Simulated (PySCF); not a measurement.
**Match the barriers**

Saddle point of SnH$_{5}$F, closed shell (SnH₃F ([F][SnH3]) + H₂ → SnH₄ + HF; bonds formed: Sn1–H7, F2–H6; bonds broken: Sn1–F2, H6–H7), PBE0-D4/def2-TZVP structure:

```csv
atom,x (Å),y (Å),z (Å)
Sn1,-0.5227,-0.2805,-0.1699
F2,0.5167,1.4956,0.6573
H3,-0.2070,-1.4136,-1.4166
H4,-0.9324,-1.0186,1.2990
H5,-1.6257,0.8693,-0.7599
H6,1.2869,0.6153,0.3725
H7,1.4842,-0.2675,0.0175
```

Computed with PySCF 2.14 with density fitting (its default auxiliary sets; JK sets also for MP2 and CCSD(T)) (basis: def2-TZVPP, with def2-QZVPP for the basis limit); correlated methods freeze the cores. Filled d shells of the heavier atoms are correlated. Core potentials replace the inner electrons of the atoms past krypton. The def2 sets are not built for correlating such inner shells, so the correlated values are less sure here. B3LYP uses VWN-RPA correlation. Extrapolation: Hartree–Fock as exp(−7.88 √X), correlation as X^−2.97. Four methods, as single points on the PBE0-D4 structures, gave these electronic barriers from the start structure: 126.4, 151.2, 158.2, 207.4 kJ/mol.

(1) The methods were, in alphabetical order, B3LYP-D4, CCSD(T), HF, PBE-D4. Which gave which? (A judgement: the text doesn't fix the answer.)

T1 diagnostic: at most 0.015.

## Answers

(1) By the calculation: PBE-D4 126.4; B3LYP-D4 151.2; CCSD(T) 158.2; HF 207.4 kJ/mol. For comparison, CCSD(T) at an estimated basis limit (MP2 extrapolated from triple and quadruple zeta, plus CCSD(T) − MP2 in triple zeta) gives 157.1 kJ/mol.

Labels in which every atom is bracketed show which atoms are joined, not bond orders.

For scale, one of the runs: CCSD(T)/def2-TZVPP, 151 basis functions, launched by `OMP_NUM_THREADS=4 python run.py`. The run took 88 s on 4 CPU threads of an INTEL XEON PLATINUM 8581C (shared host), with 1.3 GiB of host memory at its peak.
